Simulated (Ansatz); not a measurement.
One change: `C[SiH](C)[AlH][NH2]` becomes `C[SiH2]C`.

Ansatz, PBE0-D4/def2-TZVP geometries, multiplicity 1. Each molecule was computed in one conformer, which needn't be the lowest.

| property | `C[SiH](C)[AlH][NH2]` |
| --- | --- |
| HOMO energy (PBE/def2-TZVPP) / eV | -5.82 |
| HOMO–LUMO gap (B3LYP/def2-TZVPP) / eV | 5.62 |
| HOMO–LUMO gap (ωB97M-V/def2-TZVPP) / eV | 9.59 |
| HOMO energy (B3LYP/def2-TZVPP) / eV | -6.73 |
| LUMO energy (PBE0/def2-TZVPP) / eV | -0.94 |
| LUMO energy (ωB97M-V/def2-TZVPP) / eV | 0.67 |

Q: What does the change do to each property? (Best estimate.)

A: The calculation gave: 
| property | `C[SiH2]C` | shift |
| --- | --- | --- |
| HOMO energy (PBE/def2-TZVPP) / eV | -7.50 | -1.68 |
| HOMO–LUMO gap (B3LYP/def2-TZVPP) / eV | 9.36 | 3.74 |
| HOMO–LUMO gap (ωB97M-V/def2-TZVPP) / eV | 13.57 | 3.98 |
| HOMO energy (B3LYP/def2-TZVPP) / eV | -8.59 | -1.86 |
| LUMO energy (PBE0/def2-TZVPP) / eV | 1.07 | 2.01 |
| LUMO energy (ωB97M-V/def2-TZVPP) / eV | 2.50 | 1.83 |

With PBE0 the HOMO falls by 1.91 eV and the LUMO rises by 2.01 eV, so the gap widens by about 3.92 eV. PBE moves the HOMO by -1.68 eV and ωB97M-V by -2.16 eV.

B3LYP here is the variant with VWN-RPA as its local correlation; programs differ in this.
